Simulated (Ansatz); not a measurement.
Program: Ansatz. Geometries: PBE0-D4/def2-TZVP. ΔE: electronic, gas phase. CBS: MP2 limit from def2 TZ/QZ plus the TZ coupled-cluster correction, frozen cores. Each species was taken in one conformer, which may not be the lowest.

Consider the redistribution: `C[SiH2][Al]1[CH2][SiH2]1` + `BOC` → `BO[SiH2]C` + `[CH3][Al]1[CH2][SiH2]1`.

`C[SiH2][Al]1[CH2][SiH2]1`:

Z-matrix (Å, degrees):
```
C
Si 1 1.879
H 1 1.092 2 110.8
H 1 1.092 2 110.8 3 119.8
H 1 1.092 2 110.6 3 -120.1
Al 2 2.449 1 113.9 3 -58.8
H 2 1.493 1 110.0 3 178.7
H 2 1.494 1 109.9 3 61.6
Si 6 2.341 2 165.7 1 9.5
C 6 1.964 2 142.3 1 -172.6
H 9 1.489 6 123.0 2 -84.1
H 9 1.489 6 126.0 2 81.4
H 10 1.093 6 116.9 2 -69.4
H 10 1.091 6 121.5 2 68.6
```

`BOC`:

Cartesian coordinates in Å:
```
B -0.286 -0.760 1.078
O -0.426 -0.547 -0.237
C 0.181 0.547 -0.894
H 0.375 -0.007 1.746
H -0.842 -1.716 1.534
H 0.756 1.160 -0.194
H 0.841 0.167 -1.675
H -0.598 1.156 -1.358
```

`BO[SiH2]C`:

Z-matrix (Å, degrees):
```
Si
O 1 1.663
C 1 1.855 2 108.8
H 1 1.485 2 106.8 3 120.0
H 1 1.488 2 109.0 3 -121.7
B 2 1.345 1 132.5 3 120.3
H 3 1.092 1 111.0 2 -62.7
H 3 1.093 1 110.3 2 177.5
H 3 1.092 1 110.8 2 57.8
H 6 1.205 2 120.2 1 0.2
H 6 1.200 2 118.1 1 -179.7
```

`[CH3][Al]1[CH2][SiH2]1`:

```xyz
11

C     1.570    1.717   -0.383
Al    0.151    0.411   -0.121
C    -0.158   -1.444    0.393
Si   -1.899   -0.678    0.080
H     2.049    1.944    0.574
H     2.343    1.308   -1.041
H     1.207    2.651   -0.815
H     0.129   -2.085   -0.453
H     0.044   -1.977    1.321
H    -2.784   -1.362   -0.905
H    -2.653   -0.485    1.351
```

| species | MP2/def2-TZVPP energy (Eh) |
| --- | --- |
| `C[SiH2][Al]1[CH2][SiH2]1` | -901.43652 |
| `BOC` | -140.92503 |
| `BO[SiH2]C` | -431.22626 |
| `[CH3][Al]1[CH2][SiH2]1` | -611.20559 |

Problem. Work out ΔE.

Solution. ΔE = (-431.22626) + (-611.20559) − (-901.43652) − (-140.92503) = -0.07030 Eh = -1.91 eV. CCSD(T)/CBS gives -1.81 eV.

Largest T1 diagnostic among the species: 0.014.

From PBE to PBE0 (25 % exact exchange), in def2-TZVPP and without D4, ΔE moves by −0.10 eV.
